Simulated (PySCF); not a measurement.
## Ionisation energy of Bi⁵⁸⁺ by level of theory

Bi⁵⁸⁺ [Ar] 3d7 [3d3/2^4 3d5/2^3, M_J = 9/2] → Bi⁵⁹⁺ [Ar] 3d6 [3d3/2^4 3d5/2^2, M_J = 4], as a difference of total energies. Computed with PySCF 2.14 in an even-tempered Gaussian basis (15 s from 18 bohr⁻², ratio 2.8; 13 p from 23 bohr⁻², ratio 2.8; 8 d from 23 bohr⁻², ratio 2.8; 3 f from 79 bohr⁻², ratio 3), with the two-component X2C-1e Hamiltonian. Correlated levels: [Ne] frozen; the 72 highest virtual spinors dropped. "Screened" scales the spin-orbit matrix elements by Boettger's factors to mimic the two-electron term; Breit and QED terms are absent.

| method | ionisation energy (eV) |
| --- | --- |
| GHF (spin-free) | 6093.4 |
| GMP2 (spin-free) | 6094.4 |
| GHF (screened spin-orbit) | 6056.5 |
| GMP2 (screened spin-orbit) | 6056.6 |

Breit and QED terms and the two-electron picture change are absent.

The spin-free rows relax to the high-spin LS determinant and lack the spin-orbit shift.

The labels give the starting determinants; with spin-orbit coupling the two ends relaxed to ⟨J²⟩ = 24.75, ⟨L²⟩ = 16.35, ⟨S²⟩ = 2.49 and ⟨J²⟩ = 20.00, ⟨L²⟩ = 13.47, ⟨S²⟩ = 2.77.

For comparison: 6054 ± 6 eV (theoretical estimate listed by NIST; NIST Atomic Spectra Database, ionization energies).
